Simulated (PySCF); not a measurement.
CH5FInN. Atoms are numbered in the order given.

```xyz
9

In    -0.0463    -0.0066     0.0037
F      1.8037    -0.3006    -0.6516
C     -0.5950    -1.0791     1.7891
H     -0.4844    -2.1553     1.5973
H     -1.6304    -0.8535     2.0767
H      0.0907    -0.7820     2.5950
N     -0.8662     1.4549    -1.1463
H     -1.8781     1.5008    -1.2434
H     -0.4287     1.6102    -2.0527
```

Geometry: B3LYP-D3(BJ)/def2-SVP. The structure was generated by enumeration; whether it is a known compound was not checked. The def2 effective core potentials stand for the cores of In; spin–orbit coupling is left out. One conformer was computed; it need not be the lowest.

All values below come from ωB97X/def2-TZVP (PySCF).

ESP charges are fitted to the potential on shells at 1.4 to 2.0 van der Waals radii. Atomic charges (e):

| atom | ESP fit | Löwdin | Mulliken |
|---|---|---|---|
| In1 | 1.07 | 0.52 | 0.93 |
| F2 | -0.51 | -0.30 | -0.52 |
| C3 | -0.82 | -0.51 | -0.59 |
| H4 | 0.19 | 0.13 | 0.15 |
| H5 | 0.19 | 0.13 | 0.15 |
| H6 | 0.22 | 0.13 | 0.15 |
| N7 | -1.01 | -0.40 | -0.74 |
| H8 | 0.32 | 0.15 | 0.23 |
| H9 | 0.35 | 0.15 | 0.25 |
